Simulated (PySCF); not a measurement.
Compound: C5H11BS.
Atom-mapped SMILES: `[CH3:1][S:2][BH:3][CH:4]1[CH2:5][CH2:6][CH2:7]1` (hydrogens: H8, H9, H10 on C1; H11 on B3; H12 on C4; H13, H14 on C5; H15, H16 on C6; H17, H18 on C7)

Method: PBE0-D3(BJ)/def2-SVP geometry optimisation, gas phase in PySCF 2.14.0; density fitting, grid level 1; the optimiser is geomeTRIC in internal coordinates, started from a GFN2-xTB structure with every atom displaced at random (about 0.01 Å).

The end geometry, which sets the zero of energy:
```
atom  x, y, z in Å
C1      2.7138   -0.4561    0.2922
S2      2.4294    1.1083   -0.5864
B3      0.7200    1.0902   -1.0597
C4     -0.3064   -0.0336   -0.6945
C5     -1.7429   -0.0246   -1.2718
C6     -2.2867   -0.3768    0.1236
C7     -0.9498    0.0886    0.7260
H8      2.1531   -0.4811    1.2359
H9      3.7873   -0.5199    0.5125
H10     2.4260   -1.3150   -0.3289
H11     0.3914    2.0936   -1.6532
H12     0.1313   -1.0421   -0.7908
H13    -1.9608   -0.7180   -2.0983
H14    -2.0414    0.9880   -1.5860
H15    -3.2038    0.1281    0.4640
H16    -2.4266   -1.4625    0.2450
H17    -0.9967    1.1354    1.0665
H18    -0.5049   -0.5119    1.5342
```

**Question.** These geometries come from the run, each turned onto the end geometry. Order them by energy, lowest first.
A.
```
atom  x, y, z in Å
C1      2.6797   -0.3892    0.3394
S2      2.3467    1.1904   -0.5733
B3      0.6545    1.1062   -1.0987
C4     -0.2486   -0.0926   -0.7421
C5     -1.7347   -0.0715   -1.2847
C6     -2.2761   -0.2286    0.1499
C7     -0.8401   -0.1076    0.7119
H8      1.9867   -0.4351    1.1648
H9      3.6793   -0.3172    0.7142
H10     2.5342   -1.2075   -0.3294
H11     0.2987    2.0378   -1.6861
H12     0.1871   -1.0616   -0.9498
H13    -2.0151   -0.8585   -1.9725
H14    -2.0180    0.8869   -1.7254
H15    -2.9704    0.5273    0.4800
H16    -2.7242   -1.1931    0.3420
H17    -0.6766    0.8357    1.2496
H18    -0.5309   -0.9312    1.3403
```
B.
```
atom  x, y, z in Å
C1      2.6814   -0.3751    0.3330
S2      2.3736    1.1722   -0.5660
B3      0.6812    1.0847   -1.0906
C4     -0.2992   -0.0881   -0.7486
C5     -1.7553   -0.0528   -1.2783
C6     -2.2881   -0.2639    0.1523
C7     -0.8664   -0.0603    0.7113
H8      2.0081   -0.4675    1.1951
H9      3.7191   -0.3474    0.6904
H10     2.5551   -1.2445   -0.3269
H11     0.3368    2.0694   -1.7059
H12     0.1782   -1.0634   -0.9450
H13    -2.0181   -0.8301   -2.0115
H14    -2.0303    0.9227   -1.7074
H15    -3.0474    0.4529    0.4988
H16    -2.6767   -1.2785    0.3274
H17    -0.7299    0.9070    1.2194
H18    -0.4897   -0.8467    1.3826
```
C.
```
atom  x, y, z in Å
C1      2.6762   -0.4519    0.2986
S2      2.4168    1.1190   -0.5731
B3      0.7131    1.1178   -1.0721
C4     -0.2997   -0.0168   -0.7062
C5     -1.7398   -0.0388   -1.2736
C6     -2.2746   -0.3711    0.1319
C7     -0.9252    0.0736    0.7241
H8      2.1151   -0.4715    1.2425
H9      3.7503   -0.5359    0.5207
H10     2.3736   -1.3073   -0.3252
H11     0.4141    2.1337   -1.6656
H12     0.1687   -1.0116   -0.8206
H13    -1.9447   -0.7706   -2.0721
H14    -2.0631    0.9534   -1.6244
H15    -3.1700    0.1715    0.4747
H16    -2.4468   -1.4508    0.2654
H17    -0.9594    1.1075    1.1011
H18    -0.4725   -0.5598    1.5042
```

**Answer.** C (0.007 eV), B (0.019 eV), A (0.209 eV).

In the order of the answer:

```json
{"step": "8", "E above end (eV)": "0.007", "largest force (eV/Å)": "0.11", "rms force component (eV/Å)": "0.042", "rms distance from end (Å)": "0.044", "rms bond change (Å)": "0.001", "bond most changed (Å)": "C1–H10 +0.003"}
{"step": "5", "E above end (eV)": "0.019", "largest force (eV/Å)": "0.02", "rms force component (eV/Å)": "0.008", "rms distance from end (Å)": "0.207", "rms bond change (Å)": "0.001", "bond most changed (Å)": "C6–C7 +0.003"}
{"step": "0", "E above end (eV)": "0.209", "largest force (eV/Å)": "1.92", "rms force component (eV/Å)": "0.614", "rms distance from end (Å)": "0.258", "rms bond change (Å)": "0.024", "bond most changed (Å)": "B3–H11 -0.054"}
```

What follows is the cost of the whole optimisation. Hardware: Arm Neoverse V1, one thread, no GPU, shared host with 32 logical CPUs at a one-minute load of 22. Cost: 2.1 min, 0.64 GiB resident at most.
